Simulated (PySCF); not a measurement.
Si(F)(vinyl)(OH)2 (C2H5FO2Si), SMILES C=C[Si](O)(O)F.

The structure is a stationary point at B3LYP-D3(BJ)/def2-SVP. One conformer was computed; it need not be the lowest.

All values below come from SMD-B3LYP/def2-SVP run with PySCF.

Solvation free energies are E(SMD) − E(gas) at the gas-phase geometry, for 1 M in both phases. In vacuum the dipole moment is 1.28 D.

Computed solvation free energies in water, 2-propanol, diethylether:
```csv
solvent,ΔG(solv) (kcal/mol),its non-electrostatic (CDS) part,dipole (D)
water,-6.9,4.4,1.66
2-propanol,-8.4,1.3,1.61
diethylether,-5.2,-1.2,1.46
```
